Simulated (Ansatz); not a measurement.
Gas-phase electronic energies from Ansatz, PBE0-D4/def2-TZVP geometries. CBS: MP2 limit from def2 TZ/QZ plus the TZ coupled-cluster correction, frozen cores. This one scheme is used for every species. Functionals use def2-TZVPP. Elements past krypton have def2 core potentials. For W outer-core shells are correlated without core-valence functions, which leaves a few kJ/mol of doubt a bond. Each species was taken in one conformer, which may not be the lowest.

`C[O][W]([F])([F])([F])([Cl])[O]C` + H–F → `C[O][W]([F])([F])([F])([F])[O]C` + HCl  (ligand exchange at a W–Cl bond)

CCSD(T)/CBS gives -15.3 kJ/mol.

Question: Another level gave -28.5 kJ/mol. Which?
A. CAM-B3LYP-D4/def2-TZVPP
B. SCS-MP2/def2-TZVPP
C. r2SCAN-D4/def2-TZVPP
D. CCSD(T)/def2-TZVPP

Answer: C. r2SCAN-D4 -28.5, SCS-MP2/def2-TZVPP -17.7, CAM-B3LYP-D4 -36.2, CCSD(T)/def2-TZVPP -21.8 kJ/mol.

Largest T1 diagnostic among the species: 0.021, so the coupled-cluster value is less sure than usual.

Leaving LDA and LC-ωPBE aside and taking each functional with its dispersion term where it has one, the values, not all of them listed here, spread over 18.8 kJ/mol, from CAM-B3LYP-D4 to PBE-QIDH. LDA lies +3.7 kJ/mol from PBE without D4. At CCSD(T), def2-SVP lies −26.0 kJ/mol from the extrapolated value and def2-TZVPP −6.5 kJ/mol. In def2-TZVPP, CCSD(T) changes the Hartree–Fock value by +22.1 kJ/mol (the triples alone add +6.4 kJ/mol) and MP2 by +37.1 kJ/mol.

CCSD(T)/CBS has its own doubt, a few kJ/mol and more with outer-core shells, so smaller differences from it don't rank the levels.
